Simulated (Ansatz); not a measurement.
A rate constant, worked out

An elementary step of GaNH6, singlet (GaH₃ + NH₃ → GaNH₄ ([NH2][GaH2]) + H₂; Ga–H, H–N broken or loosened, Ga–N, H–H formed or tightened). The start structure is the complex of the reactants, bound by 1.05 eV, and the electronic barrier above it is 1.680 eV by CCSD(T) at an estimated basis limit (MP2 extrapolated from triple and quadruple zeta, plus CCSD(T) − MP2 in triple zeta). Program: Ansatz 0.2.0. Basis: def2-TZVPP and def2-QZVPP. Cores are frozen in the correlated methods. Filled d shells of the heavier atoms are correlated. The def2 sets are not built for correlating such inner shells, so the correlated values are less sure here. Extrapolation: Hartree–Fock as exp(−7.88 √X), correlation as X^−2.97. Harmonic wavenumbers at PBE0-D4/def2-TZVP (Ansatz 0.2.0), in cm⁻¹:

Start: 114, 332, 375, 376, 675, 675, 747, 751, 751, 1202, 1656, 1656, 1907, 1907, 1924, 3501, 3624, 3624.

Saddle: 1327i, 322, 421, 534, 606, 622, 671, 722, 772, 881, 1395, 1526, 1751, 1827, 1996, 2004, 3559, 3667.

Question: Work out the transition-state-theory rate constant at 500 K from these numbers alone (harmonic vibrations; rotation, path degeneracy and anharmonicity left out), and the Wigner tunnelling factor. Use 1 cm⁻¹ = 1.2398 × 10⁻⁴ eV and k_B = 8.617 × 10⁻⁵ eV/K.

Answer: Zero-point energies, half the sums: start 25797/2 cm⁻¹ = 1.5992 eV; saddle, real modes only, 23276/2 cm⁻¹ = 1.4429 eV.
Barrier with zero-point energy: 1.680 + 1.4429 − 1.5992 = 1.5237 eV.
k_BT = 0.04309 eV, so the barrier is 35.36 k_BT.
Vibrational partition functions from the zero-point level, ln q = −Σ ln(1 − exp(−hν/k_BT)): start 3.329, saddle 2.011.
k = (k_BT/h) exp(ln q‡ − ln q) exp(−E0/k_BT), with log₁₀(k_BT/h in s⁻¹) = 13.02: log₁₀ k = 13.02 + (-1.318 − 35.36)/2.3026 = -2.91, so k ≈ 1 × 10^(-3) s⁻¹.
Wigner factor: 1 + (hν‡/k_BT)²/24 = 1 + (3.82)²/24 = 1.61, too large for this simple formula to be trusted. A change of 1 kcal/mol (0.043 eV) in the barrier would change k by a factor of 2.7 at this temperature.

The T1 diagnostic stays at or below 0.014.

The step is the kind of exchange with an N–H group that builds nitride films in atomic layer and chemical vapour deposition.

Labels in which every atom is bracketed show which atoms are joined, not bond orders.

For scale, one of the runs: CCSD(T)/def2-TZVPP, 163 basis functions, launched by `ansatz run in.yaml --threads 2 --pin off --events-out ev --progress --plain --max-ram 4352MiB`. Time: 17 s of wall clock on 2 CPU threads of an Intel Xeon Platinum 8488C; the host was shared. Peak host memory: 1.3 GiB.
